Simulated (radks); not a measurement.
Values are calculated unless marked as measured or tabulated.
Q: Pd XXV, configuration [Ar] 3d4 (the NIST ground configuration). Level of theory: Dirac Kohn-Sham, PBEsol, spin-unpolarised, spherical densities, point nucleus; open shells are shared between the two j in proportion to 2j + 1 (a radial shooting solver on a logarithmic mesh with Libxc functionals). Some entries of the table are withheld. Estimate them.

orbital  occ.  eigenvalue (eV)  <1/r> (bohr^-1)
1s1/2       2        -25111.22              (1)
2s1/2       2        -4481.306            11.14
2p1/2       2              (2)            11.11
2p3/2       4              (3)            10.47
3s1/2       2        -1465.751            4.166
3p1/2       2        -1371.217              (4)
3p3/2       4        -1337.840              (5)
3d3/2     1.6        -1182.114            3.808
3d5/2     2.4        -1174.857            3.768
4s1/2       0        -703.1762              (6)
4p1/2       0        -665.3079            1.999
4p3/2       0        -654.4496            1.947

A: 
(1) 1s1/2 <1/r> (bohr^-1): 48.22
(2) 2p1/2 eigenvalue (eV): -4232.359
(3) 2p3/2 eigenvalue (eV): -4071.779
(4) 3p1/2 <1/r> (bohr^-1): 4.093
(5) 3p3/2 <1/r> (bohr^-1): 3.938
(6) 4s1/2 <1/r> (bohr^-1): 2.045
